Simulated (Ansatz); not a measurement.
Isolated molecules relaxed with PBE0-D4/def2-TZVP in Ansatz; ΔE leaves out vibrations. CCSD(T)/CBS is the MP2 limit (def2-TZVPP, def2-QZVPP) plus CCSD(T) − MP2 in def2-TZVPP, frozen cores. This one scheme is used for every species. Functionals use def2-TZVPP. For Br outer-core shells are correlated without core-valence functions, which leaves a few kJ/mol of doubt a bond. Scalar relativity is left out up to krypton. One conformer a species, not always the lowest.

`OC(O)Br` + SiH₄ → `OC([SiH3])Br` + H₂O  (formal exchange of groups at a C–O bond)

Q: Is it downhill or uphill in electronic energy at CCSD(T)/CBS, and by how much? (An estimate is asked.)

A: The calculation gave: Downhill: ΔE = -40.2 kJ/mol.

Q: What do these levels give: LDA (SPW92), PBE-D4, revPBE-D4, BLYP-D4, B97M-V, r2SCAN0-D4, PBE-QIDH, CAM-B3LYP, LC-ωPBE, RPA@PBE/def2-TZVPP, SCS-MP2/def2-TZVPP, MP2/def2-QZVPP? (Best estimate.)

A: Ansatz gave: LDA (SPW92) -19.8, PBE-D4 -30.2, revPBE-D4 -31.1, BLYP-D4 -30.8, B97M-V -22.4, r2SCAN0-D4 -28.2, PBE-QIDH -30.6, CAM-B3LYP -20.6, LC-ωPBE -25.5, RPA@PBE/def2-TZVPP -27.8, SCS-MP2/def2-TZVPP -32.0, MP2/def2-QZVPP -42.8 kJ/mol.

Largest T1 diagnostic among the species: 0.011.

The D4 term adds −6.4 kJ/mol with B3LYP and −3.5 kJ/mol with PBE0; it sums over pairs of atoms, weighted by their polarisabilities, and B3LYP, whose exchange is more repulsive, gets the larger term. At CCSD(T), def2-SVP lies +35.2 kJ/mol from the extrapolated value and def2-TZVPP +9.3 kJ/mol. Leaving LDA and LC-ωPBE aside and taking each functional with its dispersion term where it has one, the values spread over 8.7 kJ/mol, from revPBE-D4 to B97M-V. LDA lies +6.5 kJ/mol from PBE without D4.

B3LYP here is the variant with VWN-RPA as its local correlation; programs differ in this.
